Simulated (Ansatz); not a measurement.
`C[BH][AlH][F]` + H₂Se → `[F][AlH][SeH]` + `BC` at 700 K and 1 bar (cleavage of the Al–B bond).

Program: Ansatz. Geometries: PBE0-D4/def2-TZVP. ΔE: electronic, gas phase. CCSD(T)/CBS is the MP2 limit (def2-TZVPP, def2-QZVPP) plus CCSD(T) − MP2 in def2-TZVPP, frozen cores. This one scheme is used for every species. For Se outer-core shells are correlated without core-valence functions, which leaves a few kJ/mol of doubt a bond. Scalar relativity is left out up to krypton. One conformer a species, not always the lowest.

```tsv
species	CCSD(T)/CBS energy (Eh)	H − E (kJ/mol)	S (J/(mol·K))
`C[BH][AlH][F]`	-407.70477	220.2	439.7
H₂Se	-2401.89790	61.1	251.1
`[F][AlH][SeH]`	-2743.83001	94.9	375.3
`BC`	-65.83255	189.6	311.0
```

H − E and S are ideal-gas, rigid-rotor, harmonic terms from PBE0-D4/def2-TZVP, for one conformer and one mirror image of each species. 1 Eh = 2625.50 kJ/mol, R = 8.31446 J/(mol·K).

Question: By hand: ΔE, ΔH, ΔS and ΔG.

Answer: ΔE = (-2743.83001) + (-65.83255) − (-407.70477) − (-2401.89790) = -0.05989 Eh = -157.2 kJ/mol. Δ(H − E) = 94.9 + 189.6 − 220.2 − 61.1 = 3.2, so ΔH = -154.0 kJ/mol. ΔS = 375.3 + 311.0 − 439.7 − 251.1 = -4.5 J/(mol·K). ΔG = -154.0 − 700 × (-4.5)/1000 = -150.8 kJ/mol.

Question: By hand: the equilibrium constant, and the temperature at which ΔG would vanish if ΔH and ΔS stayed fixed.

Answer: log₁₀ K = −ΔG/(RT ln 10) = 11.3. ΔG = 0 at ΔH/ΔS = 34222 K, far beyond where these terms or the molecules hold.

The number of gas molecules stays the same, so ΔS is small and ΔH decides. A doubt of 5 kJ/mol in ΔE shifts log₁₀ K by 0.4 here. Other conformers and mirror images would add mixing entropy, several J/(mol·K) or more a flexible species. Modes under 60 cm⁻¹, often nearly free rotors, make the harmonic entropy too high. These are equilibria of isolated gas molecules and say nothing of rates. Largest T1 diagnostic: 0.012 (customary marks: 0.02 for closed shells, 0.045 for open ones).
